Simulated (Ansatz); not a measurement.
Input file for Ansatz (an electronic-structure program): R-CCSD(T)/aug-cc-pVDZ on N2 (SMILES N#N) with ghost functions, monomers drawn apart or pushed together.

Ansatz 0.2 input:
```yaml
crystal:
  periodic: [false, false, false]
  atoms:
    - {symbol: N, position_ang: [0.30354768, 1.69793685, 0.84836188]}
    - {symbol: N, position_ang: [0.31512451, 0.74417632, 0.31923992]}
basis:
  gaussian:
    orbitals: aug-cc-pVDZ
    ghost_atoms:
      - {symbol: C, position_ang: [-0.19840745, -2.03646657, 4.20926304]}
      - {symbol: C, position_ang: [-0.21495461, -0.84818080, 4.73635897]}
      - {symbol: C, position_ang: [-0.23029256, 0.34408112, 5.25379520]}
      - {symbol: H, position_ang: [-1.10942366, -2.51299382, 3.86587132]}
      - {symbol: H, position_ang: [0.72702098, -2.58918640, 4.09520141]}
      - {symbol: H, position_ang: [-0.11641765, 1.22650438, 4.63421512]}
      - {symbol: H, position_ang: [-0.35718712, 0.49478375, 6.31959038]}
magnetization: {spin_polarized: false}
correlation: {method: ccsd_t, electrons: outside_noble_gas}
scf: {lower_state_search: off}
```

It printed:

```
WARN ansatz: RAYON_NUM_THREADS=2 ignored (pool sized by the plan → 2); use --threads N
Functional definition: HF
these checks for a lower state are left out or cut short: stability, starts, cluster_reference, orbital_swaps, neighbouring_geometries, increment
integrals: 0.35 GiB planned
1174 factors; integrals over basis functions are off by at most 1.3e-3 eV
mean field: 0.30 GiB planned
mean field evaluation 1: about -2964.6807 eV, gradient 1.0e1 eV
mean field evaluation 2: about -2964.6868 eV, gradient 1.0e1 eV
mean field evaluation 4: about -2964.9926 eV, gradient 3.8e-1 eV
mean field evaluation 8: about -2964.9930 eV, gradient 2.7e-5 eV
mean field -2964.99300613 eV, -108.9614832309 hartree, gradient 7.2e-7 eV, S^2 0.000000; 0 other end points of the search recorded, 0 dependent functions left out
2 core orbitals not correlated
reference -2964.99300613 eV, -108.9614832309 hartree; 5, 5 occupied and 144, 144 virtual orbitals, 1174 factors
second order -8.57965852 eV of doubles, -0.00000000 eV of singles
coupled cluster: 1.04 GiB planned
cycle   1  -8.28996794 eV  change    2.9e-1 eV  update   7.6e-2
cycle   2  -8.59525577 eV  change   -3.1e-1 eV  update   2.3e-2
cycle   3  -8.65842788 eV  change   -6.3e-2 eV  update   1.0e-2
cycle   4  -8.66310063 eV  change   -4.7e-3 eV  update   2.5e-3
cycle   5  -8.66464887 eV  change   -1.5e-3 eV  update   6.1e-4
cycle   6  -8.66463320 eV  change    1.6e-5 eV  update   1.3e-4
cycle   7  -8.66472288 eV  change   -9.0e-5 eV  update   2.9e-5
cycle   8  -8.66473176 eV  change   -8.9e-6 eV  update   8.8e-6
perturbative correction -0.35944041 eV, -0.0132091913 hartree
Total energy: -2974.01717829 eV, -109.2931154411 hartree
Checks for a lower state left out: stability, starts, cluster_reference, orbital_swaps, neighbouring_geometries, increment
```

The run converged.

Cost: very roughly 14 core-seconds.
